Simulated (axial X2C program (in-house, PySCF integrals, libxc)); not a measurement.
# Nuclear properties of TlO⁻

Computed with an axial X2C code built on PySCF integrals: two-component X2C with atomic mean-field Coulomb and Gaunt terms, Gaussian nuclei, basis Tl dyall-acv3z, O dyall-av3z with contracted cores.

R = 1.990 Å (near the PBE0 minimum at charge -1 of the determinant lowest at the starting distance; the state shown can have its own minimum elsewhere).

Input and command:
```json
{"zs": [81, 8], "q": -1, "bas": ["dyall-acv3z", "dyall-av3z"], "r0": 1.99, "levels": ["PBE0", "HF", "BHandHLYP", "B3LYP", "LDA"], "nst": 3}
```
```bash
python soeom.py task.json out
```

Keys: zs atomic numbers; q charge; bas basis sets; r0 starting distance in Å; levels methods; nst determinants followed.

Determinant lowest in the PBE0 search, Ω = 0 (closed shell), highest spinor 52% O p, 23% Tl p, 18% Tl s:

```tsv
level	qzz Tl (a.u.)	qzz O (a.u.)
PBE0	-12.28	0.33
HF	-15.88	0.59
BHandHLYP	-13.36	0.38
B3LYP	-11.69	0.27
LDA	-10.76	0.21
```

Determinant 1.91 eV from it at PBE0 and this distance, Ω = 2 (⟨Sz⟩ = 0.98, ⟨Lz⟩ = 1.02 at PBE0), spin on the atoms Tl 0.62, O 0.36:

```csv
level,Eeff magnitude (GV/cm),Ws magnitude Tl (kHz),A∥/gI Tl (MHz),qzz Tl (a.u.),A∥/gI O (MHz),qzz O (a.u.)
PBE0,75.7,45.4,258,-3.98,99.1,2.67
HF,41.4,24.3,-297,-12.23,258,-0.27
BHandHLYP,63.8,38.4,-98.2,-4.61,127,2.74
B3LYP,71.4,42.8,431,-3.51,104,2.67
LDA,72.8,43.5,1060,-2.55,93.9,2.40
```

Eeff is the effective electric field on the electron electric dipole moment in this Ω state and Ws the scalar–pseudoscalar constant of the nucleus named (defined with the proton number Z and per Ω); A∥ (defined per Ω) follows by multiplying with gI = μI/(I μN); qzz is the electric field gradient, eQq0 = 234.96 MHz × Q/barn × qzz. The operators were transformed with the bare-nucleus X2C matrices; with these basis sets, hyperfine constants and field gradients can be off by tens of per cent, and where levels differ in sign neither size nor sign is settled.

Each state is one determinant with collinear spin, which with several unpaired electrons need not be a pure state. Unrestricted Hartree–Fock can overshoot spin polarisation at the nuclei. In the state Ω = 2 the sign of Eeff differs between levels (HF against PBE0). For an anion, determinants above electron detachment, or with a positive highest level, are held by the basis set. With several open shells hyperfine constants can be off by a factor of several. Open-shell Ω = 0 determinants with evenly filled partner blocks cannot be reached by this program, so the Ω shown need not be the lowest component. The search compared states at one distance, so a state with another bond length can lie lower. The sign of Ws at Tl differs between levels in the second state. Further determinants of the search, some of them spin-mixed, are not shown. Where a field gradient or hyperfine factor spreads by more than a factor of two over the levels, a constant derived from it is not to be relied on. PBE0 term energies can be off by some tenths of an eV.
